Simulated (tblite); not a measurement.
Species: C₆H₁₁F₃.
Geometry (GFN2-xTB, Å), atoms numbered from 1 in this order:
```xyz
20
C6H11F3 angstrom
C     -2.148    0.741   -1.027
C     -1.437   -0.488   -0.472
C     -0.161   -0.162    0.317
C      0.350   -1.404    1.048
C      0.917    0.394   -0.621
F      1.259   -0.555   -1.563
C      2.216    0.786    0.095
F      2.890    1.717   -0.619
F      1.964    1.352    1.297
H     -3.114    0.455   -1.436
H     -2.314    1.476   -0.242
H     -1.578    1.210   -1.825
H     -2.119   -1.014    0.199
H     -1.185   -1.168   -1.288
H     -0.388    0.621    1.048
H      1.167   -1.154    1.720
H      0.693   -2.147    0.332
H     -0.450   -1.841    1.639
H      0.549    1.265   -1.176
H      2.884   -0.075    0.244
```

Level: GFN2-xTB in tblite, geometry and Hessian alike; calculated harmonic values, unscaled, isolated species. This tight-binding method is rough: wavenumbers can miss measured ones by several per cent, in bad cases by 10 to 20. One conformer, not necessarily the lowest.

Harmonic wavenumbers (cm⁻¹): 45.3, 53.5, 84.3, 150.1, 200.0, 216.7, 223.8, 260.9, 294.5, 373.5, 393.0, 435.4, 495.9, 539.3, 629.7, 815.9, 866.7, 939.2, 989.4, 1008.6, 1017.8, 1035.5, 1064.1, 1086.0, 1111.2, 1123.4, 1147.3, 1179.5, 1220.9, 1246.3, 1252.7, 1271.1, 1293.6, 1303.5, 1330.5, 1358.2, 1417.0, 1421.6, 1486.4, 1496.1, 1499.4, 1505.0, 1512.3, 2914.5, 2940.9, 2950.2, 2983.8, 2997.3, 3031.7, 3038.8, 3042.6, 3044.5, 3048.4, 3052.2.

A = 2205, B = 993.5, C = 932.4 MHz; mass 140.081 u (most abundant isotopes); point group C1, symmetry number 1.

Task: Zero-point energy?

Result: Half the sum of the wavenumbers: 35720 cm⁻¹ = 427.31 kJ/mol.

Task: Give the ideal-gas entropy at 350 K and 1 bar in the rigid-rotor, harmonic-oscillator model (classical rotation).

Result: Translation 173.83, rotation 125.19, vibration 153.68: S = 452.7 J/(mol K).

Task: And Cp and H(350 K) − H(0)?

Result: Cp = 185.06 J/(mol K), of which vibrations give 151.80 (their classical limit is 54 R = 449.0); H(350 K) − H(0) = 39.14 kJ/mol without the zero-point energy, 27.50 from vibrations.

Task: Which modes carry the vibrational entropy at 350 K?

Result: 45.3 cm⁻¹: 22.30; 53.5 cm⁻¹: 20.92; 84.3 cm⁻¹: 17.17; 150.1 cm⁻¹: 12.46; 200.0 cm⁻¹: 10.17; 216.7 cm⁻¹: 9.55 J/(mol K); the other 48 give 61.11 together.

Task: What must be added to the electronic energy to get the Gibbs energy at 350 K and 1 bar?

Result: ZPE + [H(350 K) − H(0)] − T·S = 427.31 + 39.14 − 158.45 = 308.00 kJ/mol.

Hindered rotation and anharmonicity are outside this model. Other conformers, if any are populated, would add a mixing term that is left out. The structure is chiral; the term R ln 2 for an equal mix with its mirror image is left out.
